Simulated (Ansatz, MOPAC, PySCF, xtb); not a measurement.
Complex: C2H4 (SMILES C=C) (first 6 atoms) with C3H8 (SMILES CCC); geometry from B3LYP-D3(BJ)/def2-TZVP, rigid monomers moved along the line of their centres of mass till C1···H13 is 2.68 Å.
(charge 0, multiplicity 1):
| atom | x (Å) | y (Å) | z (Å) |
|---|---|---|---|
| C | 0.6473 | -0.3392 | 0.2789 |
| C | -0.5402 | 0.2366 | 0.1678 |
| H | 1.4945 | 0.1819 | 0.7076 |
| H | 0.8201 | -1.3562 | -0.0516 |
| H | -1.3892 | -0.2846 | -0.2576 |
| H | -0.7131 | 1.2534 | 0.4994 |
| C | -1.1875 | -0.5150 | 3.6664 |
| C | 0.3370 | -0.4625 | 3.6904 |
| C | 0.8780 | 0.9609 | 3.5913 |
| H | -1.5550 | -1.5395 | 3.7526 |
| H | -1.6139 | 0.0636 | 4.4900 |
| H | -1.5739 | -0.1003 | 2.7327 |
| H | 0.7303 | -1.0584 | 2.8624 |
| H | 0.7060 | -0.9295 | 4.6087 |
| H | 1.9697 | 0.9782 | 3.5990 |
| H | 0.5421 | 1.4415 | 2.6696 |
| H | 0.5292 | 1.5728 | 4.4271 |

Counterpoise-corrected where a basis set is named; no monomer relaxation. Rows marked so take none.

Rows in 6-31G* carry no dispersion term and start afresh at each structure (6-31G* with six Cartesian d functions). MP2/6-31G* freezes PySCF's default core. The state reached by AM1 isn't checked.

Programs: Ansatz (Gaussian orbitals); MOPAC for AM1 (differences of heats of formation); PySCF for 6-31G* rows, the dispersion terms; xtb for the GFN methods. Each number belongs to the level named beside it.

```json
[
 {"level": "GFN-FF", "interaction energy (meV)": "-42.2"},
 {"level": "AM1", "interaction energy (meV)": "18.2"},
 {"level": "PBE-D4/def2-TZVPPD", "interaction energy (meV)": "-50.0"},
 {"level": "B3LYP/def2-TZVPPD", "interaction energy (meV)": "93.6"},
 {"level": "PBE0-D3(BJ)/def2-TZVPPD", "interaction energy (meV)": "-45.6"},
 {"level": "PBE0-D4/def2-TZVPPD", "interaction energy (meV)": "-40.6"},
 {"level": "M06-2X/6-31G* (no counterpoise)", "interaction energy (meV)": "___"},
 {"level": "wB97M-V/def2-TZVPPD", "interaction energy (meV)": "-41.6"},
 {"level": "MP2/6-31G* (no counterpoise)", "interaction energy (meV)": "___"}
]
```

Question: Fill in the missing entries.

Answer: 
- M06-2X/6-31G* (no counterpoise), interaction energy (meV): -87.6
- MP2/6-31G* (no counterpoise), interaction energy (meV): -25.2

Ansatz is a quantum-chemistry and plane-wave program.
